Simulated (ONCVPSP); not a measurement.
# osmium (Os): ONCV pseudisation with LDA (Perdew-Wang 92), scalar-relativistic reference atom.

* Element: Os
* Generator: ONCVPSP 4.0.1
* Type: optimised norm-conserving Vanderbilt (ONCV)
* Functional: LDA (Perdew-Wang 92)
* Relativity: scalar-relativistic
* Frozen core: [Kr] 4d10 4f14
* Valence charge: 16
* Reference configuration: 5s2 5p6 5d6 (charge +2)
* Partial waves: 5s: rc 1.20 bohr, ncon 3, nbas 6, qcut 4.7 1/bohr, 1 projector; 5p: rc 1.20 bohr, ncon 4, nbas 9, qcut 5.6 1/bohr, 1 projector; 5d: rc 2.35 bohr, ncon 4, nbas 9, qcut 7.9 1/bohr, 1 projector
* Local potential: polynomial inside 1.10 bohr (lpopt 5, dvloc0 0 Ha)
* Core correction: none

All-electron outer shells of the reference configuration (LDA (PZ), scalar-relativistic, ld1.x):

| shell | level (eV) | outermost node (bohr) | outermost maximum (bohr) |
| --- | --- | --- | --- |
| 4f | -69.57 | – | 0.40 |
| 5p | -68.33 | 0.55 | 1.03 |
| 5d | -23.23 | 0.60 | 1.34 |

(1) Does the potential have ghost states?

Results:

(1) Ghosts flagged at negative energy: s at -72.7 eV; no localised positive-energy state flagged. A true bound ghost makes a file unfit for plane-wave use.

Its largest configuration-test error is -2.3 meV (5s2 5p6 5d5). 3 of 4 tests not solved or not reliable.
